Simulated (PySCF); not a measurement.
**How methods differ on the excitation energy of Ru⁺**

Ru⁺ [Kr] 4d7 (4F) → Ru⁺ [Kr] 4d6 5p1 (high-spin determinant), as a difference of total energies. Computed with PySCF 2.14 in def2-TZVPPD with the def2 core potential (28 electrons) (6s4p3d2f1g, 56 functions), with a scalar-relativistic core potential. Correlated levels: valence: 4s2 4p6 frozen. The calculations carry no spin-orbit coupling.

```tsv
method	excitation energy (eV)
UHF	4.823
MP2 (valence)	5.762
SCS-MP2 (valence)	6.135
CCSD (valence)	5.668
CCSD(T) (valence)	5.699
```

Q: How much does correlation contribute at CCSD(T) (valence)?

A: 5.699 − (4.823) = 0.876 eV, measured against UHF.

The determinant of the upper state mixes LS terms, which raises its energy above the lowest term, most at the Hartree-Fock and MP2 levels.
